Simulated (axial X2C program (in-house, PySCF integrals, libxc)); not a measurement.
## Si⁺: configurations by level of theory

Computed with an axial X2C code built on PySCF integrals, basis dyall-v3z (cores contracted in-house), spin-free (one-electron X2C) and two-component (2c, atomic mean-field Coulomb and Gaunt terms). Energies in eV from the lowest row of each column (rows without correlated energies are left out; n/a marks j-coupled starts, which PBE0 does not hold); electrons by l are Mulliken totals of the Hartree–Fock solution, and PBE0 can relax to another configuration under the same block occupation. Coupled cluster uses truncated natural virtuals with an MP2 remainder. Frozen shells in the correlated columns: 2 s, 1 p.

The low spin-free determinants:

| electrons by l | M_S, M_L | HF | MP2 | CCSD(T) | PBE0 |
| --- | --- | --- | --- | --- | --- |
| s6 p7 | 1/2, 0 | 0.00 | 0.00 | 0.00 | 0.00 |
| s6 p7 | 1/2, 1 | 0.10 | 0.00 | 0.00 | 0.07 |

And the two-component ones:

```tsv
electrons by l	2M_J	HF	MP2	CCSD(T)	PBE0
s6 p7	1	0.00	0.00	0.00	n/a
s6 p7	1	0.16	0.01	0.01	0.06
s6 p7	1	0.07	0.02	0.02	0.00
s6 p7	3	0.18	0.03	0.03	0.09
```

Ground level as tabulated from the NIST Atomic Spectra Database (leading term): 2S+1 = 2, L = 1, J = 1/2.

Spin-free rows of one term, and 2c rows of one J level, should be degenerate; broken spherical symmetry, the missing current term of PBE0 and determinants that mix terms or J levels spread them. The search is wide but not exhaustive and can miss a configuration; gaps between s and d configurations can be off by some tenths of an eV with this basis and core.

The run took 6 s on 1 thread of Intel(R) Xeon(R) Processor @ 2.30GHz (shared host).
